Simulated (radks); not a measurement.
Task: Neutral argon, 18 electrons, occupied as [Ar]. Calculated with a radial shooting solver on a logarithmic mesh with Libxc functionals: scalar-relativistic Kohn-Sham, LB94 model potential, spin-polarised, spherical densities, finite nucleus; Fermi nuclear charge, rms radius 3.4274 fm. Some entries of the table are withheld. Estimate them.

orbital  occ.  eigenvalue (eV)  <r> (bohr)  <r^2> (bohr^2)
1s          2              (1)     0.08542        0.009805
2s          2        -313.9917         (2)          0.2019
2p          6        -247.2035      0.3742          0.1736
3s          2              (3)       1.406           2.311
3p          6         -15.7357       1.659           3.319

Result: 
(1) 1s eigenvalue (eV): -3173.173
(2) 2s <r> (bohr): 0.4130
(3) 3s eigenvalue (eV): -29.5454
